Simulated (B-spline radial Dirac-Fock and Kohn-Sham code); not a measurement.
## What relativity does to the binding energies of Re⁶⁺

System: the Re⁶⁺ ion in the configuration [Xe] 4f14 5d1.

Both columns are ΔSCF binding energies of the configuration average from a radial atomic solver: non-relativistic Hartree-Fock with a point nucleus, and Dirac-Fock with a finite nucleus and the Coulomb interaction alone, averaged over the two j levels with weights 2j+1.

```tsv
shell	Hartree-Fock (eV)	Dirac-Fock (eV)	shift (eV)	shift (%)
1s	66119.9	72131.3	+6011.38	+9.09
2s	11076.4	12674.2	+1597.88	+14.43
2p	10605.5	11137.9	+532.46	+5.02
3s	2646.5	3041.9	+395.37	+14.94
3p	2427.6	2575.8	+148.27	+6.11
3d	2023.5	2006.0	-17.47	-0.86
4s	628.9	726.0	+97.12	+15.44
4p	535.7	569.8	+34.11	+6.37
4d	366.1	361.2	-4.95	-1.35
4f	142.4	131.6	-10.71	-7.52
5s	158.6	175.7	+17.06	+10.76
5p	126.4	130.8	+4.48	+3.55
5d	82.38	80.78	-1.60	-1.94
```

Relativity binds 1s, 2s, 2p, 3s, 3p, 4s, 4p, 5s, 5p more strongly, among those listed most of all 4s in relative terms, and 3d, 4d, 4f, 5d more weakly, because the contracted s and p shells screen the nucleus better.

Values without a named source are computed, but for edge energies of neutral atoms, which are taken from tables.
